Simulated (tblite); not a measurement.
H$_{4}$Ge (SMILES [GeH4]), singlet, geometry from GFN2-xTB; GFN1-xTB (tblite).

tblite was given this input:
```
$ tblite run mol.xyz --method gfn1 --charge 0 --spin 0 --spin-polarized --json tblite.json --no-restart

# file mol.xyz
5

Ge     0.00000000    -0.00000000     0.00000000
H     -0.59006963    -0.86482524    -1.04966053
H      0.55512279    -0.84636567     1.08323401
H     -1.04872747     0.88859607     0.55539157
H      1.08367430     0.82259483    -0.58896505
```

### Question
Predict the main parts of the log of this tblite run.

### Answer

```
xTB calculator
 | screened Coulomb repulsion
 | Coulomb electrostatics
 |  * isotropic Klopman-Ohno-Mataga-Nishimoto electrostatics
 |  * onsite third-order electrostatics
 | DFT-D3(BJ) dispersion correction
 | Interactions (1)
 | [1] spin polarization

halogen bonding energy    0.0000000000000E+00 Eh
repulsion energy          3.4296420220927E-02 Eh
dispersion energy        -6.6798383836816E-04 Eh
interaction energy        0.0000000000000E+00 Eh
number of electrons       8.0000000000000E+00 e
integral cutoff           4.0000000000000E+01 bohr

------------------------------------------------------------
  cycle        total energy    energy error   density error
------------------------------------------------------------
      1     -3.689130806356  -3.7227592E+00   2.2152637E-01
      2     -3.804588349366  -1.1545754E-01   6.8938115E-02
      3     -3.805892585010  -1.3042356E-03   3.5545701E-02
      4     -3.806005429392  -1.1284438E-04   8.2261462E-03
      5     -3.805930600593   7.4828799E-05   6.8342640E-03
      6     -3.806017872103  -8.7271510E-05   4.0100147E-04
      7     -3.806017882590  -1.0486393E-08   5.6916151E-05
      8     -3.806017883165  -5.7517413E-10   7.9154673E-07
------------------------------------------------------------

electronic energy        -3.8396463195476E+00 Eh
total energy             -3.8060178831650E+00 Eh

Post processing:
 | Mayer-Wiberg bond orders

[Info] JSON dump of results written to 'tblite.json'
```
